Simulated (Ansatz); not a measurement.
Hg3Te3H12. Total charge 0; singlet. Geometry r2SCAN-D4/def2-SVP.

| atom | x (Å) | y (Å) | z (Å) |
| --- | --- | --- | --- |
| Te1 | -2.452 | 0.901 | 0.163 |
| Hg2 | -1.610 | 1.004 | 3.721 |
| Te3 | 1.461 | -0.230 | 2.160 |
| Hg4 | -2.330 | 0.368 | -3.457 |
| Te5 | 1.002 | -0.642 | -2.329 |
| Hg6 | 3.918 | -1.442 | -0.266 |
| H7 | -3.950 | 0.211 | 0.389 |
| H8 | -3.140 | 2.416 | 0.103 |
| H9 | -1.097 | 2.575 | 3.598 |
| H10 | -2.156 | -0.550 | 3.918 |
| H11 | 2.500 | 0.778 | 2.980 |
| H12 | 1.712 | -1.432 | 3.283 |
| H13 | -1.809 | 1.924 | -3.701 |
| H14 | -2.896 | -1.180 | -3.280 |
| H15 | 1.837 | 0.224 | -3.479 |
| H16 | 1.096 | -2.013 | -3.268 |
| H17 | 3.389 | -3.002 | -0.072 |
| H18 | 4.523 | 0.089 | -0.465 |

In the def2 sets Hg, Te take a core potential; there is no spin–orbit coupling. HSE06 is defined as in plane-wave codes, on full-range PBE exchange. In the singlet geometry the species has come apart into loosely held pieces.

(1) Estimate the orbital energies around the gap (eV) in Ansatz with PBE-D4/def2-SVP, PBE-D4/def2-TZVP, PBE-D4/def2-TZVPD, PBE0-D4/def2-TZVP, HSE06-D4/def2-TZVP.

## Answers

(1) 
```
orbital  PBE-D4/def2-SVP  PBE-D4/def2-TZVP  PBE-D4/def2-TZVPD  PBE0-D4/def2-TZVP  HSE06-D4/def2-TZVP
HOMO−13           -10.05            -10.03             -10.03             -11.29              -10.89
HOMO−12           -10.05            -10.03             -10.03             -11.29              -10.89
HOMO−11            -9.24             -9.25              -9.26             -10.45              -10.04
HOMO−10            -8.91             -8.90              -8.90             -10.11               -9.69
 HOMO−9            -8.90             -8.89              -8.89             -10.10               -9.69
 HOMO−8            -8.49             -8.48              -8.49              -9.62               -9.22
 HOMO−7            -8.48             -8.47              -8.48              -9.61               -9.21
 HOMO−6            -8.31             -8.26              -8.28              -9.43               -9.02
 HOMO−5            -6.59             -6.69              -6.70              -7.82               -7.42
 HOMO−4            -6.59             -6.69              -6.70              -7.81               -7.42
 HOMO−3            -6.57             -6.68              -6.69              -7.80               -7.40
 HOMO−2            -5.96             -6.02              -6.03              -7.02               -6.64
 HOMO−1            -5.86             -5.91              -5.92              -6.89               -6.51
   HOMO            -5.86             -5.91              -5.92              -6.89               -6.51
   LUMO            -2.22             -2.38              -2.43              -1.59               -1.96
 LUMO+1            -1.74             -1.81              -1.94              -0.94               -1.31
 LUMO+2            -1.74             -1.80              -1.85              -0.92               -1.30
 LUMO+3            -1.56             -1.75              -1.85              -0.91               -1.28
 LUMO+4            -1.10             -1.38              -1.44              -0.75               -1.09
 LUMO+5            -1.10             -1.38              -1.44              -0.75               -1.09
```
